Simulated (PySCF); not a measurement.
# The first ionisation energy along the 4d series

All values are computed (PySCF 2.14, energy differences of UHF-based or UKS calculations, no spin-orbit coupling). Values in eV. The last column holds reference values (NIST; (s) semi-empirical, (t) theoretical, else measured). Unmarked ones compare directly (S terms, centres of terms, or small fine structure); those marked * lie between the lowest fine-structure levels and include a spin-orbit shift.

| element | configurations | UHF | MP2 (valence) | SCS-MP2 (valence) | LDA | reference |
| --- | --- | --- | --- | --- | --- | --- |
| Tc (def2-TZVP with the def2 core potential (28 electrons), ECP) | [Kr] 4d5 5s2 → [Kr] 4d5 5s1 | 5.542 | 6.482 | 6.693 | 7.338 | 7.119 |
| Rh (def2-TZVP with the def2 core potential (28 electrons), ECP) | [Kr] 4d8 5s1 → [Kr] 4d8 | 6.309 | 6.953 | 6.793 | 8.187 | 7.479 |
| Pd (def2-TZVP with the def2 core potential (28 electrons), ECP) | [Kr] 4d10 → [Kr] 4d9 | 6.281 | 7.982 | 7.805 | 9.186 | 8.512 |
| Ag (def2-TZVP with the def2 core potential (28 electrons), ECP) | [Kr] 4d10 5s1 → [Kr] 4d10 | 6.359 | 7.060 | 6.945 | n/a | 7.576 |
| Cd (def2-TZVP with the def2 core potential (28 electrons), ECP) | [Kr] 4d10 5s2 → [Kr] 4d10 5s1 | 7.338 | 8.478 | 8.481 | 9.486 | 8.994 |

Q: Fill in the row of Ru (def2-TZVP with the def2 core potential (28 electrons), ECP) ([Kr] 4d7 5s1 → [Kr] 4d7).

A: UHF 6.301; MP2 (valence) 6.891; SCS-MP2 (valence) 6.702; LDA 8.080; reference 7.365 (eV).

"Valence" correlates the outer s and p shells and, in groups 3 to 12 and the f block, the outer d or f shell, open or full, or the next shell where the ion has no valence electron left; the wider scheme adds the next inner shell.
